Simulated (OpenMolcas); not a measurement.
Rh2+ in a point-charge field

Rh2+ among 2 point charges of -2.5 e arranged as a linear pair (D∞h), 2.13 Å from the ion.
```
   0.0000    0.0000    2.1300  -2.50
   0.0000    0.0000   -2.1300  -2.50
```

* Program: OpenMolcas 26.06
* Method: CASSCF
* Basis: ANO-RCC-VDZP [6s5p3d1f]
* Scalar Hamiltonian: DKH2, point nucleus
* Active space: 7 electrons in 5 orbitals (4d)
* State averaging: 2S+1 = 4 even, 10 roots; 2S+1 = 2 even, 40 roots
* Spin-orbit coupling: state interaction with AMFI integrals over the reference wave functions

The lowest spin-free states (labels by Λ), above the lowest:

```
State  Degeneracy  E (cm-1)  Free-ion L (%)
   4Σ           1       0.0          P (53)
   4Φ           2      4051         F (100)
   4Δ           2      6044         F (100)
   4Π           2      7313          F (88)
   2Σ           1     11607          H (73)
   2Π           2     11763          H (44)
   2Δ           2     15068          H (40)
   2Σ           1     15698          G (92)
   2Π           2     15839          G (51)
   2Δ           2     17807          G (76)
   2Φ           2     18971          G (75)
   2Π           2     20009          P (55)
   4Σ           1     21286          F (53)
   2Γ           2     22154          G (71)
   2Δ           2     23549          D (46)
   2Φ           2     25752          H (67)
   2Σ           1     27360          P (70)
   2Π           2     27750          D (79)
   4Π           2     28000          P (88)
   2Σ           1     31894         D (100)
```

The lowest levels with spin-orbit coupling:

```csv
E (cm-1),Degeneracy,2S+1,g
0.0,2,4,1.97 4.70 4.70
10.1,2,4,0.00 0.00 5.92
2412,2,4,0.00 0.00 11.99
3257,2,4,0.00 0.00 8.43
4139,2,4,0.00 0.00 5.01
5182,2,4,0.00 0.00 1.50
5599,2,4,0.00 0.00 9.55
5944,2,4,0.00 0.00 5.76
6503,2,4,0.00 0.00 1.53
6583,2,4,0.17 0.17 1.09
7731,2,4,0.00 0.00 7.21
8119,2,4,0.14 0.14 3.87
8419,2,4,0.00 0.00 3.11
8633,2,4,0.14 0.14 0.77
11258,2,2,0.00 0.00 3.83
11513,2,2,1.58 3.94 3.94
12693,2,2,0.51 2.48 2.48
14875,2,2,0.00 0.00 2.77
15321,2,2,0.00 0.00 5.94
15577,2,2,0.64 2.43 2.43
```

Powder χT (cm3 K/mol): 1.79 at 2 K, 2.32 at 10 K, 2.37 at 50 K, 2.37 at 100 K, 2.38 at 200 K, 2.39 at 300 K. The effective moment at 300 K is 2.828 √(χT) = 4.37 μB.

The lowest level has 2S+1 = 4, for which the spin-only value is χT = S(S+1) / 2 = 1.875 cm3 K/mol (g = 2). The computed 2.390 at 300 K differs by +0.515, through orbital momentum, spin-orbit coupling and any other state in reach.

Without dynamic correlation the repulsion within the d shell is too large (B by tens of per cent), so at a given field states of lower spin stand too high. Point charges give a weaker field than real ligands, and real ions of this kind are as a rule low spin; the high spin found here belongs to the model. Point charges carry no covalency, so the field is a model and not that of real ligands. No measured value stands beside these numbers.

The RASSCF and RASSI steps took 11 s on 1 thread of Arm Neoverse V1, with other jobs on the host; the integral step is not counted.
